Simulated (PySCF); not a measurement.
C2H5NOSi. Atoms are numbered in the order given.

```xyz
10

Si    -0.6017    -1.0956     0.0000
C      0.9568    -2.1252     0.0000
N     -0.1801     0.5856     0.0000
C      0.0681     1.7561     0.0000
O      0.3176     2.8999     0.0000
H     -1.4231    -1.3628    -1.2134
H     -1.4231    -1.3628     1.2134
H      0.7103    -3.1993     0.0000
H      1.5652    -1.9106    -0.8926
H      1.5652    -1.9106     0.8926
```
Charge 0, spin multiplicity 1.

Geometry: ωB97X-D3(BJ)/def2-SVP. The values are those of a single conformer.

The numbers are results of PBE/def2-TZVP (PySCF), not measurements.

ESP charges are fitted to the potential on shells at 1.4 to 2.0 van der Waals radii. Atomic charges (e):

| atom | Mulliken | ESP fit | Löwdin |
|---|---|---|---|
| Si1 | 0.25 | 0.63 | 0.21 |
| C2 | -0.45 | ___ | -0.46 |
| N3 | -0.15 | -0.46 | 0.08 |
| C4 | 0.17 | ___ | -0.38 |
| O5 | -0.19 | -0.36 | 0.20 |
| H6 | -0.02 | -0.12 | -0.03 |
| H7 | -0.02 | -0.12 | -0.03 |
| H8 | 0.14 | ___ | 0.14 |
| H9 | 0.14 | ___ | 0.14 |
| H10 | 0.14 | ___ | 0.14 |

Some entries are withheld; supply them. (The exact figures need the calculation; the answer reports its results.)


- C2, ESP fit: -0.64
- C4, ESP fit: 0.55
- H8, ESP fit: 0.17
- H9, ESP fit: 0.18
- H10, ESP fit: 0.18

Computed Mayer and Wiberg (Löwdin basis) orders of the bonds:
```
bond    Mayer  Wiberg
------  -----  ------
Si1–C2   1.03    1.26
Si1–N3   1.10    1.29
N3–C4    2.03    2.50
C4–O5    2.12    2.83
Si1–H6   0.93    0.92
Si1–H7   0.93    0.92
C2–H8    0.94    0.90
C2–H9    0.94    0.90
C2–H10   0.94    0.90
```
